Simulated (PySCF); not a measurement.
Nonlinear optical response: SMILES CN(C)C(/C=C\[O-])=C/C=O, [C₇H₁₀NO₂]-, charge -1

Cartesian coordinates in Å; atom numbers follow the order of the lines, from 1:
```xyz
20

C    -1.405    0.091   -0.929
N    -0.683   -0.180    0.290
C    -1.170    0.551    1.435
C     0.752   -0.178    0.144
C     1.483    0.987   -0.138
C     1.032    2.318   -0.346
O    -0.106    2.807   -0.336
C     1.330   -1.446    0.311
C     2.708   -1.798    0.229
O     3.691   -1.093   -0.002
H    -1.009   -0.548   -1.734
H    -1.350    1.151   -1.248
H    -2.470   -0.176   -0.787
H    -1.096    1.650    1.322
H    -2.232    0.288    1.606
H    -0.606    0.242    2.329
H     2.562    0.834   -0.214
H     1.895    3.014   -0.556
H     0.631   -2.257    0.532
H     2.875   -2.903    0.408
```

Total charge -1.

Level of theory: quadratic response CAM-B3LYP/aug-cc-pVDZ first hyperpolarisability, Taylor convention, gas phase in PySCF 2.14.0. Geometry: PBE0-D3(BJ)/def2-SVP.

For a gas-phase anion, states above the detachment energy (about 2.4 eV, taken as minus the energy of the highest occupied orbital) lie in the continuum and depend on the basis.

(1) Give β for the processes computed.

(2) Which lowest excitations and polarisabilities go with it?

Results:

(1) In au, Taylor convention; the vector part is βᵢ = ⅓ Σⱼ (βᵢⱼⱼ + βⱼᵢⱼ + βⱼⱼᵢ):
```
                   process  λ (nm)  β vector norm  β HRS  depolarisation ratio
           static β(0;0,0)       ∞          171.9  108.0                  2.35
second harmonic β(−2ω;ω,ω)    1907          201.6  119.2                  2.50
         Pockels β(−ω;ω,0)    1907          180.8      –                     –
second harmonic β(−2ω;ω,ω)    1064          320.6  162.3                  3.10
         Pockels β(−ω;ω,0)    1064          204.1      –                     –
```

(2) S1 3.56 eV (f = 0.004); S2 3.59 eV (f = 0.471); S3 3.86 eV (f = 0.007); isotropic α 134.2 au static, 135.5 au at 1907 nm, 138.7 au at 1064 nm, 140.0 au at 953.5 nm, 159.9 au at 532 nm.
